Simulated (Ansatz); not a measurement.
Reaction (ligand exchange at the Si–O bond): `CO[Si]Cl` + HCl → `Cl[Si]Cl` + CH₃OH

Calculated with Ansatz (gas phase, PBE0-D4/def2-TZVP geometries, no zero-point term in ΔE). CCSD(T)/CBS adds triple-zeta CCSD(T) − MP2 to the extrapolated MP2 energy (def2 sets, frozen cores). This one scheme is used for every species. Functionals use def2-TZVPP. Each species was taken in one conformer, which may not be the lowest.

`CO[Si]Cl`:

Z-matrix (Å, degrees):
```
C
O 1 1.413
H 1 1.092 2 111.2
H 1 1.091 2 108.8 3 120.8
H 1 1.091 2 108.8 3 -120.8
Si 2 1.624 1 136.9 3 -0.8
Cl 6 2.116 2 103.0 1 -0.0
```

HCl:

```xyz
2

Cl    0.461   -0.418   -0.146
H    -0.461    0.418    0.146
```

`Cl[Si]Cl`:

```xyz
3

Cl    0.655    1.530   -0.032
Si   -0.285   -0.147   -0.818
Cl   -0.371   -1.383    0.850
```

CH₃OH:

Cartesian coordinates in Å:
```
C -0.265 0.078 0.225
O 0.614 0.269 -0.860
H -0.914 0.953 0.269
H 0.264 -0.002 1.183
H -0.898 -0.809 0.099
H 1.198 -0.489 -0.917
```

```
             level  ΔE (eV)
        r2SCANh-D4     0.23
           ωB97X-V     0.27
           r2SCANh     0.22
SCS-MP2/def2-TZVPP     0.30
```

**Question.** What does CCSD(T)/CBS give? (Best estimate.)

**Answer.** Ansatz gave: +0.25 eV. The listed levels differ from it by -0.02, 0.02, -0.03, 0.05 eV.

Largest T1 diagnostic among the species: 0.014.

From BLYP to BHLYP (50 % exact exchange), in def2-TZVPP and without D4, ΔE moves by +0.04 eV. In def2-TZVPP, CCSD(T) changes the Hartree–Fock value by +0.04 eV (the triples alone add −0.00 eV) and MP2 by +0.04 eV. Leaving LDA and LC-ωPBE aside and taking each functional with its dispersion term where it has one, the values, not all of them listed here, spread over 0.15 eV, from PBE-D4 to CAM-B3LYP-D4. LDA lies +0.12 eV from PBE without D4.
